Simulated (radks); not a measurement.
Tc, configuration [Kr] 4d5 5s2.

Method: Dirac Kohn-Sham, PBEsol, spin-unpolarised, spherical densities, point nucleus; open shells are shared between the two j in proportion to 2j + 1; computed with a radial shooting solver on a logarithmic mesh with Libxc functionals.

Energy parts (Ry):
part                        energy
total                  -8568.04206
kinetic                 8899.53199
electron-nucleus      -20709.45318
Hartree                 3494.22649
exchange-correlation    -252.34737

Orbitals (lengths in bohr, moments of r in powers of bohr; <r^-3> diverges for s and p1/2; r(90%) holds 90 % of the orbital's charge):
| orbital | occ. | eigenvalue (Ry) | r(90%) | <r> | <r^-3> | <r^2> | small-component weight |
|---|---|---|---|---|---|---|---|
| 1s1/2 | 2 | -1532.117 | 0.0615 | 0.03429 | - | 0.001588 | 2.46e-02 |
| 2s1/2 | 2 | -218.5587 | 0.231 | 0.1493 | - | 0.02634 | 5.07e-03 |
| 2p1/2 | 2 | -201.5721 | 0.208 | 0.1271 | - | 0.01984 | 5.08e-03 |
| 2p3/2 | 4 | -192.8889 | 0.214 | 0.1318 | 2592 | 0.02120 | 4.90e-03 |
| 3s1/2 | 2 | -38.05349 | 0.614 | 0.4155 | - | 0.1978 | 1.37e-03 |
| 3p1/2 | 2 | -31.52697 | 0.619 | 0.4093 | - | 0.1951 | 1.31e-03 |
| 3p3/2 | 4 | -30.07448 | 0.634 | 0.4199 | 439.6 | 0.2051 | 1.27e-03 |
| 3d3/2 | 4 | -18.51948 | 0.634 | 0.3971 | 64.95 | 0.1894 | 1.15e-03 |
| 3d5/2 | 6 | -18.24016 | 0.639 | 0.4006 | 61.77 | 0.1926 | 1.14e-03 |
| 4s1/2 | 2 | -5.38588 | 1.54 | 1.057 | - | 1.268 | 3.21e-04 |
| 4p1/2 | 2 | -3.47719 | 1.71 | 1.152 | - | 1.522 | 2.72e-04 |
| 4p3/2 | 4 | -3.25944 | 1.75 | 1.182 | 65.95 | 1.604 | 2.60e-04 |
| 4d3/2 | 2 | -0.50296 | 2.78 | 1.712 | 5.054 | 3.609 | 1.36e-04 |
| 4d5/2 | 3 | -0.48192 | 2.82 | 1.735 | 4.747 | 3.712 | 1.33e-04 |
| 5s1/2 | 2 | -0.37347 | 4.91 | 3.281 | - | 12.36 | 3.59e-05 |

The highest occupied level is 5s1/2 at -5.081 eV. Summed over all electrons, <r^2> = 58.77 bohr^2, which gives a Langevin (diamagnetic) susceptibility term of -46.5 x 10^-6 cm^3/mol. The density falls to 0.001 e/bohr^3 at r = 4.74 bohr.
